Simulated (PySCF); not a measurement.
C₄H₈OSi, SMILES OCCC#C[SiH3].

Geometry: PBE0-D3(BJ)/def2-SVP. The structure was generated by enumeration, and PubChem lists no compound with its InChIKey, so it may never have been made. Other conformers were not sampled.

Calculation: TDDFT-PBE0/def2-SVPD (PySCF).

Vertical excitations. Gas-phase values at a fixed geometry.

| state | energy (eV) | λ (nm) | f | main pairs |
|---|---|---|---|---|
| S1 | 5.87 | 211 | 0.000 | HOMO−1→LUMO 56 %, HOMO→LUMO+1 26 % |
| S2 | 6.11 | 203 | 0.004 | HOMO→LUMO 48 %, HOMO−1→LUMO+1 44 % |
| S3 | 6.12 | 203 | 0.001 | HOMO→LUMO+1 59 %, HOMO−1→LUMO 31 % |
| S4 | 6.92 | 179 | 0.012 | HOMO→LUMO+2 72 % |
| S5 | 7.09 | 175 | 0.005 | HOMO−1→LUMO+2 71 %, HOMO−1→LUMO+3 19 % |
| S6 | 7.21 | 172 | 0.008 | HOMO→LUMO+3 71 %, HOMO−2→LUMO+2 12 % |
| S7 | 7.45 | 166 | 0.147 | HOMO−1→LUMO+3 54 %, HOMO−1→LUMO+1 10 %, HOMO−2→LUMO 9 % |
| S8 | 7.49 | 165 | 0.164 | HOMO−2→LUMO 38 %, HOMO−1→LUMO+3 21 %, HOMO→LUMO 10 %, HOMO−1→LUMO+2 9 % |
| S9 | 7.63 | 162 | 0.048 | HOMO−2→LUMO+1 49 %, HOMO→LUMO+3 15 %, HOMO−2→LUMO 10 % |
| S10 | 7.77 | 159 | 0.064 | HOMO−2→LUMO+2 29 %, HOMO→LUMO+4 22 %, HOMO−2→LUMO+1 20 %, HOMO→LUMO+3 7 % |
| T1 | 4.80 | 258 | 0 | HOMO→LUMO 36 %, HOMO−1→LUMO+1 36 % |
| T2 | 5.25 | 236 | 0 | HOMO−1→LUMO 48 %, HOMO→LUMO+1 34 % |
| T3 | 5.25 | 236 | 0 | HOMO−1→LUMO+1 47 %, HOMO→LUMO 35 % |
| T4 | 5.89 | 211 | 0 | HOMO→LUMO+1 47 %, HOMO−1→LUMO 35 % |
Triplets are in the Tamm–Dancoff approximation, which puts them higher than full response would, so one can lie above its singlet here.
